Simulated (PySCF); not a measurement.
**Correlation energy of As³⁺ (arsenic, charge +3)**

[Ar] 3d10 4s2, closed-shell 1S. Computed with PySCF 2.14 in aug-cc-pVDZ-DK (6s5p3d, 36 functions), with scalar relativity by spin-free X2C-1e. Frozen: [Ar] 3d10; 2 electrons correlated.

With two correlated electrons CCSD is exact within the correlated space (frozen core and kept virtual orbitals).

| level | correlation energy (mhartree) |
| --- | --- |
| CCSD | -39.98 |

Diagnostics: T1 = 0.0026, D1 = 0.0037, largest double amplitude 0.101.

**Question.** Is a single reference adequate?

**Answer.** Mostly. T1 lies below 0.03, but a double amplitude of this size points to a near-degeneracy that CCSD handles and MP2 describes poorly.
